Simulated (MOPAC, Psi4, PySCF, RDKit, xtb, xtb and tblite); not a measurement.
Two geometries of SMILES C[SiH2]C(=O)O (C2H6O2Si), singlet, relaxed at GFN2-xTB with one dihedral held; other torsions can differ between them too.

Structure A

```
11

C     -1.6015    -0.3199     0.1728
Si    -0.1997     0.7396    -0.5356
C      1.4604     0.2029     0.2637
O      2.3863     0.9292     0.5233
O      1.5932    -1.1376     0.2769
H     -1.7647    -0.1134     1.2276
H     -2.5341    -0.1260    -0.3484
H     -1.3796    -1.3795     0.0763
H     -0.0006     0.4665    -1.9652
H     -0.3771     2.1711    -0.2948
H      2.5265    -1.4012     0.2230
```

Structure B

```
11

C     -1.7685    -0.0603     0.3139
Si    -0.2304     0.4775    -0.6458
C      1.3059    -0.1059     0.3605
O      1.4805     0.2544     1.4946
O      2.2035    -0.9342    -0.2205
H     -1.7254     0.3098     1.3353
H     -2.6749     0.3248    -0.1448
H     -1.8558    -1.1434     0.3614
H     -0.1366    -0.1816    -1.9630
H     -0.1318     1.9282    -0.7886
H      1.9630    -1.1557    -1.1283
```

**Question.** Which is lower in energy at the level DF-MP2 (frozen core)/cc-pVTZ // GFN2-xTB run with Psi4, and by how much?

**Answer.** A is lower, by 7.12 kJ/mol (dihedral Si2–C3–O5–H11: 150° in A, 0° in B).

E(B) − E(A) in kJ/mol at the other levels, on the same two geometries: GFN2-xTB (xtb and tblite) 20.90; MMFF94 // GFN2-xTB (RDKit) 5.93; PBE0/def2-TZVP // GFN2-xTB (Psi4) 5.56; PBE0-D3(BJ)/def2-TZVP // GFN2-xTB (Psi4) 5.31; PBE/def2-TZVP // GFN2-xTB (Psi4) 2.89; PBE-D3(BJ)/def2-TZVP // GFN2-xTB (Psi4) 2.59; r2SCAN/def2-TZVP // GFN2-xTB (Psi4) 4.15; HF/cc-pVTZ // GFN2-xTB (Psi4) 12.14; UFF // GFN2-xTB (RDKit) -23.12; PM3, restricted, heats of formation // GFN2-xTB (MOPAC) 13.35; AM1, restricted, heats of formation // GFN2-xTB (MOPAC) 40.86; GFN1-xTB // GFN2-xTB (xtb) 27.28; restricted B3LYP/6-31G*, spherical d // GFN2-xTB (PySCF) 9.58; restricted B3LYP/3-21G // GFN2-xTB (PySCF) 20.08; restricted Hartree-Fock/6-31G*, spherical d // GFN2-xTB (PySCF) 16.94; restricted B3LYP/LANL2DZ, with its core potentials past Ne // GFN2-xTB (PySCF) 14.95.
